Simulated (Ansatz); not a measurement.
Abridged output of a molecular run in Ansatz:

```
Functional definition: HF
1288 factors; integrals over basis functions are off by at most 1.5e-3 eV
mean field evaluation 1: about -12148.6464 eV, gradient 4.6e1 eV
mean field evaluation 2: about -12148.8219 eV, gradient 4.6e1 eV
mean field evaluation 4: about -12153.1701 eV, gradient 3.6e0 eV
mean field evaluation 8: about -12153.2245 eV, gradient 2.3e-1 eV
mean field -12153.22466907 eV, -446.6227688367 hartree, gradient 1.7e-6 eV, S^2 0.000000; 0 other end points of the search recorded, 0 dependent functions left out
8 core orbitals not correlated: weight in the atoms' cores, before any rotation towards them, 1.000 or more for the frozen orbitals, at most 0.000 for the correlated occupied ones
reference -12153.22466907 eV, -446.6227688367 hartree; 12, 12 occupied and 199, 199 virtual orbitals, 1288 factors
second order -18.46316875 eV of doubles, -0.00000000 eV of singles
cycle   1  -18.91279886 eV  change   -4.5e-1 eV  update   9.2e-2
cycle   2  -19.38778379 eV  change   -4.7e-1 eV  update   2.7e-2
cycle   3  -19.48373246 eV  change   -9.6e-2 eV  update   1.4e-2
cycle   4  -19.47139197 eV  change    1.2e-2 eV  update   3.4e-3
cycle   5  -19.47118682 eV  change    2.1e-4 eV  update   1.5e-3
cycle   6  -19.47151445 eV  change   -3.3e-4 eV  update   3.9e-4
cycle   7  -19.47125491 eV  change    2.6e-4 eV  update   1.2e-4
cycle   8  -19.47123465 eV  change    2.0e-5 eV  update   3.8e-5
cycle   9  -19.47124409 eV  change   -9.4e-6 eV  update   1.3e-5
perturbative correction -0.69440469 eV, -0.0255189016 hartree
Total energy: -12173.39031785 eV, -447.3638427606 hartree
```

Its atoms:

Z-matrix (Å, degrees):
```
Si
N 1 1.742
H 1 1.487 2 106.6
H 1 1.485 2 111.7 3 -119.1
H 1 1.484 2 111.6 3 119.1
B 2 1.410 1 125.7 3 -179.6
H 2 1.007 1 117.3 3 0.4
O 6 1.369 2 117.2 1 0.0
H 6 1.201 2 121.4 1 180.0
H 8 0.957 6 113.4 2 180.0
```

**Question.** Which basis set was used?
A. def2-SVPD
B. def2-TZVPP
C. def2-SVP
D. def2-QZVPP

**Answer.** B. It gives 219 functions.

**Question.** Write the keys of the input that set method, charge and spin (a neutral closed shell needs none for the last two).

**Answer.** 
```yaml
correlation: {method: ccsd_t}
```
